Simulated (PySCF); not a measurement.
Computed shifts of a molecule CH5Cl2NSi, PBE/pcSseg-1 run with PySCF, GIAO, gas phase, atoms alike by connectivity averaged where their shifts nearly agree, in ppm (number of nuclei): ¹³C: 8.9 (1). ²⁹Si: 23.6 (1). ¹⁵N: 56.6 (1). ¹H: 1.66 (1), 1.40 (1), 0.89 (3). References: ¹³C against TMS (σ = 182.0 ppm); ²⁹Si against TMS (σ = 335.4 ppm); ¹⁵N against NH3 (σ = 267.0 ppm); ³⁵Cl against HCl (σ = 936.5 ppm); ¹H against TMS (σ = 31.49 ppm), references at their B3LYP-D3(BJ)/def2-TZVP geometries, non-relativistic (without spin–orbit terms, shifts of atoms bonded to Cl or Br come out too high). Geometry optimised at TPSSh-D3(BJ)/def2-SVP. The values are those of a single conformer.

Which structure fits?
(A) C[Si](N)(Cl)Cl
(B) NC[SiH](Cl)Cl
(C) CN[SiH](Cl)Cl

A, C[Si](N)(Cl)Cl
